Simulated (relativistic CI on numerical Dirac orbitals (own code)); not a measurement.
Re⁺: resonant inelastic scattering at the O2,3 edge

Computed with this model: Dirac-Coulomb-Breit CI, separate exchange-only KLI orbitals for each configuration, model QED, valence Slater integrals scaled by 0.8, Kramers-Heisenberg scattering through one core-hole configuration in a parametric crystal field; configurations [Xe] 4f14 5d6 → [Kr] 4d10 4f14 5s2 5p5 5d7; 300 K; core-hole width 1 eV; summed over polarisations. Incident energies are the highest absorption maxima for each field (at most a few, so the weaker spin-orbit partner edge can be absent), on the computed scale of the free ion. Intensities are in per cent of the strongest line above 0.02 eV; levels within 1 cm⁻¹ are merged; final levels count from the ground level, the first row holds all elastic scattering, lines under 0.4 are left out and each table stops after 24 rows. The scale of the Slater integrals is a model choice and moves the terms in proportion. The configuration is assumed, with all valence electrons in the open shell; the free ion's ground configuration is another.

Field parameters in Wybourne normalisation: D4h B²₀ = −7Ds, B⁴₀ = 21(Dq − Dt), B⁴₄ = 21√(5/14) Dq. The field is a parameter set, without covalency.

S is read from ⟨S²⟩ = S(S + 1).

D4h, 10Dq = 11050, Ds = -1500, Dt = 470 cm⁻¹:

| Final level (eV) | Degeneracy | Irrep | S | 42.6 eV | 45.7 eV |
| --- | --- | --- | --- | --- | --- |
| 0.000 | 1 | A1 | 1.80 | 511.8 | 191.8 |
| 0.032 | 1 | A2 | 1.87 | 100.0 | 6.5 |
| 0.111 | 2 | E | 1.92 | 79.5 | 7.4 |
| 0.143 | 1 | B2 | 1.95 | 14.0 | 1.9 |
| 0.532 | 1 | A1 | 1.04 | 6.8 | 9.0 |
| 0.690 | 1 | B1 | 1.61 | 3.6 | 1.4 |
| 0.754 | 2 | E | 1.68 | 10.5 | 5.7 |
| 0.761 | 1 | B2 | 1.60 | 3.1 | 1.6 |
| 0.847 | 2 | E | 1.53 | 5.3 | 16.2 |
| 0.868 | 1 | A1 | 1.45 | 34.5 | 4.7 |
| 0.922 | 2 | E | 1.80 | 33.3 | 21.4 |
| 0.930 | 1 | A2 | 1.39 | 8.5 | 6.5 |
| 1.048 | 1 | A2 | 1.63 | 4.3 | 3.4 |
| 1.096 | 1 | B1 | 1.29 | 3.7 | 1.5 |
| 1.132 | 1 | A1 | 1.33 | 1.4 | 10.3 |
| 1.154 | 2 | E | 1.53 | 6.9 | 6.6 |
| 1.221 | 1 | B2 | 1.37 | 2.7 | 1.0 |
| 1.352 | 2 | E | 1.15 | 2.6 | 17.9 |
| 1.371 | 1 | A1 | 1.42 | 10.4 | 28.0 |
| 1.407 | 1 | B1 | 1.15 | 1.6 | 3.6 |
| 1.415 | 1 | B2 | 1.16 | 0.9 | 2.8 |
| 1.429 | 2 | E | 1.52 | 2.7 | 11.8 |
| 1.469 | 1 | A2 | 1.70 | 48.4 | 17.1 |
| 1.469 | 1 | B1 | 1.72 | 3.9 | 1.9 |

D4h, 10Dq = 11050, Ds = -860, Dt = 470 cm⁻¹:

```
Final level (eV)  Degeneracy  Irrep     S  42.6 eV  45.5 eV
           0.000           1     A1  1.76    439.8    167.6
           0.041           1     A2  1.87    100.0      9.0
           0.108           2      E  1.92     61.9      6.8
           0.139           1     B2  1.95     10.3      1.6
           0.373           1     A1  1.19      6.2     13.9
           0.469           1     B1  1.63      4.3      1.6
           0.536           2      E  1.70     10.5      4.4
           0.544           1     B2  1.62      2.9      1.2
           0.669           2      E  1.85     15.2     16.9
           0.751           2      E  1.72     22.5     16.6
           0.769           1     A1  1.54     36.3      4.4
           0.776           1     A2  1.82      4.4      3.6
           0.991           1     B1  1.37      2.3      1.6
           1.023           1     A2  1.14      7.0      3.5
           1.051           1     A1  1.14      8.9      6.1
           1.092           2      E  1.27      2.9      4.8
           1.093           1     B2  1.47      1.0      2.3
           1.164           2      E  1.31      3.4     27.9
           1.278           1     A1  1.21      3.1     21.0
           1.337           1     B1  1.15      2.3      2.6
           1.346           1     A2  1.24     12.5      3.8
           1.366           1     B2  1.01      1.5      1.4
           1.399           2      E  1.23      2.4     10.7
           1.441           1     B1  1.57      1.8      2.8
```

For the first field the strongest loss at the lowest incident energy is the level at 0.03 eV (S = 1.87, against 1.82 in the thermal ground state). Levels of other spin, the first over 8 % at 0.53 eV, appear because spin-orbit coupling of the core hole, and in heavier ions of the valence shell too, mixes spins.
